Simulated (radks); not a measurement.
The thulium ion Tm2+, configuration [Xe] 4f10 5d2 6p1 (not the ground configuration). Calculated with a radial shooting solver on a logarithmic mesh with Libxc functionals: Dirac Kohn-Sham, LDA (Slater exchange, Perdew-Wang correlation), spin-unpolarised, spherical densities, finite nucleus; open shells fill j = l - 1/2 first; Fermi nuclear charge, rms radius 5.2256 fm.

Normalised radial functions P(r) = r R(r) (large component), r in bohr:

r	4f5/2	4f7/2
0.001157	0.0000	0.0000
0.001568	0.0000	0.0000
0.002125	0.0000	0.0000
0.002903	0.0000	0.0000
0.003934	0.0000	0.0000
0.005332	0.0000	0.0000
0.007284	0.0000	0.0000
0.009872	0.0001	0.0000
0.01349	0.0002	0.0001
0.01828	0.0005	0.0005
0.02477	0.0015	0.0014
0.03384	0.0045	0.0041
0.04586	0.0124	0.0115
0.06266	0.0329	0.0310
0.08492	0.0795	0.0759
0.1151	0.1764	0.1700
0.1572	0.3573	0.3470
0.2131	0.6232	0.6093
0.2888	0.9323	0.9169
0.3945	1.1729	1.1603
0.5347	1.2080	1.2023
0.7305	1.0211	1.0236
0.99	0.7163	0.7244
1.342	0.4122	0.4216
1.833	0.1848	0.1920
2.484	0.0636	0.0675
3.367	0.0151	0.0165
4.599	0.0020	0.0023
6.233	0.0001	0.0002
8.516	0.0000	0.0000
11.54	0.0000	0.0000

4f5/2: eigenvalue -44.012 eV, 0 radial nodes, <r> = 0.686 bohr, 90 % of the charge inside 1.14 bohr. 4f7/2: eigenvalue -42.596 eV, 0 radial nodes, <r> = 0.695 bohr, 90 % of the charge inside 1.16 bohr.
